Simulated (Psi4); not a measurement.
Psi4 input (wB97X-D/6-311+G**):

```
memory 1500 MB

molecule {
0 2
N    -1.15219800   -1.14748000   -0.66820100
Si    0.04338000   -0.47373800    0.36402000
N     1.53867700   -1.08773700   -0.18910200
Cl   -0.24457200    1.60500400    0.19042000
H    -2.05339200   -0.70319400   -0.75287400
H    -1.21443200   -2.14983600   -0.76677300
H     2.37483300   -1.00053900    0.36519400
H     1.73804400   -1.15264300   -1.17785100
symmetry c1
no_reorient
no_com
}

set {
  basis 6-311+G**
  reference uks
  scf_type df
  df_basis_scf def2-universal-jkfit
  dft_radial_points 99
  dft_spherical_points 590
  e_convergence 1e-8
  d_convergence 1e-7
  maxiter 150
}

e = energy('wb97x-d')
print_out(f'\nFINAL {e:.10f} DIPOLE {variable("CURRENT DIPOLE")[0]:.6f} {variable("CURRENT DIPOLE")[1]:.6f} {variable("CURRENT DIPOLE")[2]:.6f}\n')
```

Output:

```
   => Loading Basis Set <=

    Name: 6-311+G**
    Role: ORBITAL
    Keyword: BASIS
    atoms 1, 3 entry N          line   150 file 6-311pgss.gbs
    atoms 2    entry SI         line   351 file 6-311pgss.gbs
    atoms 4    entry CL         line   468 file 6-311pgss.gbs
    atoms 5-8  entry H          line    42 file 6-311pgss.gbs

   => WB97X-D: Empirical Dispersion <=

    Chai and Head-Gordon Dispersion Correction
    Chai, J.-D.; Head-Gordon, M. (2010), J. Chem. Phys., 132: 6615-6620

        s6 =       1.000000

         ---------------------------------------------------------
                                   SCF
               by Justin Turney, Rob Parrish, Andy Simmonett
                          and Daniel G. A. Smith
                              UKS Reference
         ---------------------------------------------------------

  ==> Geometry <==

    Molecular point group: c1
    Full point group: C1

    Geometry (in Angstrom), charge = 0, multiplicity = 2:

       Center              X                  Y                   Z               Mass
    ------------   -----------------  -----------------  -----------------  -----------------
         N           -1.152198000000    -1.147480000000    -0.668201000000    14.003074004430
         SI           0.043380000000    -0.473738000000     0.364020000000    27.976926534650
         N            1.538677000000    -1.087737000000    -0.189102000000    14.003074004430
         CL          -0.244572000000     1.605004000000     0.190420000000    34.968852682000
         H           -2.053392000000    -0.703194000000    -0.752874000000     1.007825032230
         H           -1.214432000000    -2.149836000000    -0.766773000000     1.007825032230
         H            2.374833000000    -1.000539000000     0.365194000000     1.007825032230
         H            1.738044000000    -1.152643000000    -1.177851000000     1.007825032230

  Running in c1 symmetry.

  Rotational constants: A =      0.22602  B =      0.10827  C =      0.07914 [cm^-1]
  Rotational constants: A =   6775.79896  B =   3245.99093  C =   2372.53232 [MHz]
  Nuclear repulsion =  212.912447833197319

  Charge       = 0
  Multiplicity = 2
  Electrons    = 49
  Nalpha       = 25
  Nbeta        = 24

  ==> Algorithm <==

  SCF Algorithm Type is DF.
  DIIS enabled.
  MOM disabled.
  Fractional occupation disabled.
[...]
    Beta Occupied:

       1A   -101.698589     2A    -66.299822     3A    -14.430190
       4A    -14.425571     5A     -9.567753     6A     -7.313642
       7A     -7.308585     8A     -7.308190     9A     -5.428440
      10A     -3.774919    11A     -3.772527    12A     -3.769680
      13A     -0.976611    14A     -0.949975    15A     -0.901677
      16A     -0.624819    17A     -0.599404    18A     -0.589240
      19A     -0.513287    20A     -0.476224    21A     -0.417737
      22A     -0.401578    23A     -0.371618    24A     -0.361333

    Beta Virtual:

      25A     -0.033348    26A      0.059090    27A      0.070699
      28A      0.081753    29A      0.100985    30A      0.124961
      31A      0.141483    32A      0.145238    33A      0.152063
      34A      0.155282    35A      0.170304    36A      0.171790
      37A      0.192413    38A      0.196739    39A      0.208968
      40A      0.217008    41A      0.221295    42A      0.231445
      43A      0.248051    44A      0.254061    45A      0.267055
      46A      0.281023    47A      0.301211    48A      0.326565
      49A      0.365615    50A      0.391339    51A      0.415869
      52A      0.497033    53A      0.513963    54A      0.554038
      55A      0.567109    56A      0.598336    57A      0.630498
      58A      0.650562    59A      0.684410    60A      0.712210
      61A      0.751924    62A      0.764020    63A      0.796228
      64A      0.816208    65A      0.888839    66A      0.900601
      67A      0.917737    68A      0.944871    69A      0.967332
      70A      0.983746    71A      0.996545    72A      1.016491
      73A      1.040982    74A      1.050048    75A      1.072671
      76A      1.190526    77A      1.203937    78A      1.273574
      79A      1.288819    80A      1.313764    81A      1.365854
      82A      1.424353    83A      1.520746    84A      1.568267
      85A      1.614928    86A      1.673476    87A      1.727873
      88A      1.868848    89A      1.904137    90A      2.031100
      91A      2.062289    92A      2.074773    93A      2.095986
      94A      2.380495    95A      2.383186    96A      2.441409
      97A      2.479217    98A      2.491622    99A      2.502561
     100A      2.525656   101A      2.559806   102A      2.593691
     103A      2.696620   104A      2.824723   105A      2.829960
     106A      2.882523   107A      3.015470   108A      3.029243
     109A      3.126947   110A      3.128157   111A      3.942634
     112A      3.969394   113A      4.285783   114A      4.422908
     115A      4.817823   116A      4.824595   117A      5.777720
     118A      9.811185   119A     11.435515   120A     11.536614
     121A     11.604935   122A     25.983386   123A     26.020076
     124A     26.349366   125A     35.675504   126A     35.684005
     127A    141.258233   128A    215.884772

    Final Occupation by Irrep:
              A
    DOCC [    24 ]
    SOCC [     1 ]
    NA   [    25 ]
    NB   [    24 ]

  @DF-UKS Final Energy:  -861.68331189720971

   => Energetics <=

    Nuclear Repulsion Energy =            212.9124478331973194
    One-Electron Energy =               -1612.3651435900519573
    Two-Electron Energy =                 584.2502980823778671
    DFT Exchange-Correlation Energy =     -46.4789166029071481
    Empirical Dispersion Energy =          -0.0019976198258669
    VV10 Nonlocal Energy =                  0.0000000000000000
    Total Energy =                       -861.6833118972097054

  UHF NO Occupations:
  HONO-2 :   23  A 1.9997911
  HONO-1 :   24  A 1.9993415
  HONO-0 :   25  A 1.0000000
  LUNO+0 :   26  A 0.0006585
  LUNO+1 :   27  A 0.0002089
  LUNO+2 :   28  A 0.0000600
  LUNO+3 :   29  A 0.0000441

Computation Completed

Properties will be evaluated at   0.000000,   0.000000,   0.000000 [a0]

Properties computed using the SCF density matrix

 Multipole Moments:

 ------------------------------------------------------------------------------------
     Multipole            Electronic (a.u.)      Nuclear  (a.u.)        Total (a.u.)
 ------------------------------------------------------------------------------------

 L = 1.  Multiply by 2.5417464519 to convert [e a0] to [Debye]
 Dipole X            :          0.1057239            0.0000038            0.1057277
 Dipole Y            :         -0.9638855            0.0000094           -0.9638761
 Dipole Z            :         -0.2475679           -0.0000094           -0.2475774
 Magnitude           :                                                    1.0007647

 ------------------------------------------------------------------------------------

FINAL -861.6833118972 DIPOLE 0.105728 -0.963876 -0.247577

*** Psi4 exiting successfully. Buy a developer a beer!
```

The geometry given is a B3LYP-D3(BJ)/def2-TZVP minimum.
